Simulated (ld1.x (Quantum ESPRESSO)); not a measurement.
**Nb (Z = 41), TM: configuration errors across variants**

```json
{
  "Element": "niobium (Nb)",
  "Generator": "ld1.x (Quantum ESPRESSO) 7.5",
  "Type": "norm-conserving Troullier–Martins (Kleinman–Bylander form)",
  "Functional": "PBE",
  "Relativity": "scalar-relativistic",
  "Frozen core": "[Kr]",
  "Valence charge": "5",
  "Reference configuration": "4d4 5s1 5p0",
  "Partial waves": "5s (bound): rc 2.95 bohr; 5p (bound, empty): rc 3.75 bohr; 4d (bound): rc 1.95 bohr",
  "Local potential": "the d channel",
  "Core correction": "a·sin(br)/r model core, default radius (core density twice the valence density)"
}
```

All-electron excitation energies from the reference (eV): (1) 4d4 5s0 5p0 6.637; (2) 4d3 5s0 5p0 20.677; (3) 4d2 5s0 5p0 45.402; (4) 4d4.5 5s0.5 5p0 0.558; (5) 4d3 5s1 5p0 7.018; (6) 4d5 5s0 5p0 1.270.

The default core radius of the base comes out at 1.65 bohr.

Tests that are not counted but printed errors over 1 eV. “base”: 4d3 5s1 5p1 (solver errors, printed error -2.2 eV). “all radii but the core radius scaled by about 0.93 (s 2.74, p 3.48, d 1.82 bohr)”: 4d3 5s1 5p1 (solver errors, printed error -2.2 eV). “wave 5p (bound): rc 3.75 bohr becomes 5p (bound): rc 4.64 bohr”: 4d3 5s1 5p1 (solver errors, printed error -2.2 eV). “core correction a·sin(br)/r model core inside 1.78 bohr”: 4d3 5s1 5p1 (solver errors, printed error -2.2 eV). “wave 4d (bound): rc 1.95 bohr becomes 4d (bound): rc 1.82 bohr”: 4d3 5s1 5p1 (solver errors, printed error -2.2 eV).

2 further variants failed, have other tests or another functional or relativity, and are left out.

A true bound ghost makes a file unfit for plane-wave use even where its test errors are small: the radial tests pick states by their node count and pass the ghost by. Where a test does run into it, the solver fails or the error is huge.

Errors AE − PS in meV (a dash: test not solved or not reliable):

| change | (1) | (2) | (3) | (4) | (5) | (6) | bound ghosts |
| --- | --- | --- | --- | --- | --- | --- | --- |
| base | -16 | -60 | -442 | -13 | -44 | -42 | s, p |
| all radii but the core radius scaled by about 0.93 (s 2.74, p 3.48, d 1.82 bohr) | -16 | -60 | -443 | -12 | -43 | -41 | s, p |
| wave 5p (bound): rc 3.75 bohr becomes 5p (bound): rc 4.64 bohr | -16 | -60 | -442 | -13 | -44 | -42 | s, p |
| core correction a·sin(br)/r model core inside 1.78 bohr | -16 | -60 | -434 | -12 | -43 | -41 | s, p |
| wave 4d (bound): rc 1.95 bohr becomes 4d (bound): rc 1.82 bohr | -16 | -60 | -441 | -13 | -43 | -42 | s, p |
| local potential all-electron potential smoothed inside 2.80 bohr (lloc = -1) | -16 | -75 | -498 | -13 | -23 | -47 | none |
| wave 5s (bound): rc 2.95 bohr becomes 5s (bound): rc 3.14 bohr | -16 | -62 | -446 | -12 | -43 | -41 | s, p |

(1) Give the same row for: wave 5s (bound): rc 2.95 bohr becomes 5s (bound): rc 2.72 bohr.

Answers

(1) -16, -61, -444, -12, -44, -41; bound ghosts: s, p. Not counted: 4d3 5s1 5p1 (solver errors, printed error -2.2 eV).
